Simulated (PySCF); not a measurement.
# Energy of Zr⁻ (zirconium, charge -1) between two integer charges

The 4d alpha orbital of [Kr] 4d3 5s2 is emptied in steps (occupation f), with all orbitals relaxed, ending at [Kr] 4d2 5s2. All numbers are calculated (PySCF 2.14, scalar relativity through the core potential, in def2-TZVPPD with the def2 core potential (28 electrons) (6s4p3d2f1g, 56 functions)). The exact energy is a straight line in f; departures are measured from the line between the end points of the same method.

**Question.** Among BHandHLYP, wB97X, CAM-B3LYP, which shows the largest delocalisation error (convex curve), and which is closest to linear?

**Answer.** Most convex: BHandHLYP (-0.200 eV at f = 0.5); closest to linear: wB97X (0.070 eV).

```tsv
f	BHandHLYP (eV)	wB97X (eV)	CAM-B3LYP (eV)
1	0.000	0.000	0.000
0.75	-0.145	0.058	-0.121
0.5	-0.200	0.070	-0.167
0.25	-0.155	0.047	-0.130
0	0.000	0.000	0.000
```

| method | E(f=0) − E(f=1) (eV) | −ε at f=1 (eV) | −ε at f=0.5 (eV) |
| --- | --- | --- | --- |
| BHandHLYP | 0.173 | -0.575 | 0.146 |
| wB97X | 0.151 | 0.482 | 0.124 |
| CAM-B3LYP | 0.279 | -0.342 | 0.255 |

At f = 1 the orbital energy is positive for BHandHLYP, CAM-B3LYP: only the finite basis holds the electron.

Reference removal energy between the ground levels: 0.433 eV (measured; photodetachment measurements, as compiled on the Wikipedia data page of electron affinities). The calculation has no spin-orbit coupling. The determinant left behind need not be the lowest term of the ion.
